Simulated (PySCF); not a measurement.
Can point charges reproduce the dipole moment of `COC(=O)c1pcnn1[SiH3]`?

Coordinates (GFN2-xTB, Å) and charges (e) from the PBE0/pcSseg-1 density (PySCF):

| atom | x | y | z | Mulliken | IAO | Hirshfeld | ESP-fitted |
| --- | --- | --- | --- | --- | --- | --- | --- |
| C1 | 3.185 | -0.101 | -0.049 | -0.0227 | -0.2147 | -0.0286 | -0.2871 |
| O2 | 1.984 | 0.645 | -0.179 | -0.4580 | -0.3127 | -0.0863 | -0.2239 |
| C3 | 0.851 | -0.027 | -0.014 | +0.5583 | +0.5060 | +0.2005 | +0.7351 |
| O4 | 0.795 | -1.223 | 0.237 | -0.4808 | -0.4739 | -0.2057 | -0.5260 |
| C5 | -0.336 | 0.769 | -0.154 | -0.1166 | -0.2264 | -0.0558 | -0.3143 |
| P6 | -0.529 | 2.457 | -0.501 | +0.4087 | +0.2987 | +0.0584 | -0.1435 |
| C7 | -2.254 | 2.111 | -0.391 | -0.1886 | -0.2776 | -0.0724 | +0.2476 |
| N8 | -2.572 | 0.871 | -0.127 | -0.1307 | -0.1777 | -0.1045 | -0.5605 |
| N9 | -1.511 | 0.114 | 0.008 | -0.5192 | -0.1822 | -0.0323 | +0.3274 |
| Si10 | -1.644 | -1.627 | 0.375 | +0.7100 | +0.7634 | +0.3405 | +0.5531 |
| H11 | 3.252 | -0.543 | 0.947 | +0.1246 | +0.1566 | +0.0522 | +0.1472 |
| H12 | 3.217 | -0.901 | -0.793 | +0.1246 | +0.1566 | +0.0523 | +0.1472 |
| H13 | 3.997 | 0.604 | -0.210 | +0.1360 | +0.1701 | +0.0616 | +0.1632 |
| H14 | -3.048 | 2.826 | -0.523 | +0.1129 | +0.1750 | +0.0554 | +0.0996 |
| H15 | -1.170 | -2.388 | -0.770 | -0.0807 | -0.1132 | -0.0721 | -0.1020 |
| H16 | -1.116 | -1.870 | 1.708 | -0.0808 | -0.1132 | -0.0721 | -0.1023 |
| H17 | -3.109 | -1.706 | 0.424 | -0.0970 | -0.1348 | -0.0908 | -0.1606 |

What dipole does each set of charges give (1 e·Å = 4.803 D), and what does the density give?

The full density gives (2.62, -0.21, -0.01) D, 2.63 D in size; dipole vectors point from the negative to the positive end.

```csv
scheme,μx,μy,μz,size (D),share of the full size (%),angle to the full dipole (°)
Mulliken,3.86,0.95,-0.28,3.99,152,19
IAO,2.92,0.12,-0.09,2.92,111,7
Hirshfeld,2.48,0.35,-0.13,2.51,95,13
ESP-fitted,2.61,-0.19,-0.02,2.61,99,1
```

Which set comes closest?

Length of the difference vector: ESP-fitted 0.03 D, IAO 0.45 D, Hirshfeld 0.59 D, Mulliken 1.72 D. Closest: ESP-fitted. 

What is left for the Hirshfeld atoms' own dipoles?

The shares of the density sum to the whole, so what Σ q r misses lies in dipoles about the nuclei. The atomic dipoles sum to (2.62, -0.21, -0.01) − (2.48, 0.35, -0.13) = (0.14, -0.56, 0.12) D, 0.59 D in size.

With the origin at the mean of the coordinates, (0.000, 0.001, -0.001) Å, which are the largest single terms, by size, of the Mulliken dipole along the direction of the full one?

Si10 -5.15, O2 -4.24, N9 +3.78, H13 +2.57, C3 +2.28 D; all 17 atoms together +3.78 D. The single terms depend on the origin, their sum doesn't.

Give the size of the full dipole in other units.

2.63 D = 1.034 au = 0.547 e·Å = 8.77 × 10⁻³⁰ C·m.

Geometry: GFN2-xTB, one conformer, isolated molecule.

Conformer computed: `[CH3:1][O:2][C:3](=[O:4])[c:5]1[p:6][cH:7][n:8][n:9]1[SiH3:10]`: C1–O2–C3–O4 0°, O2–C3–C5–P6 0°.
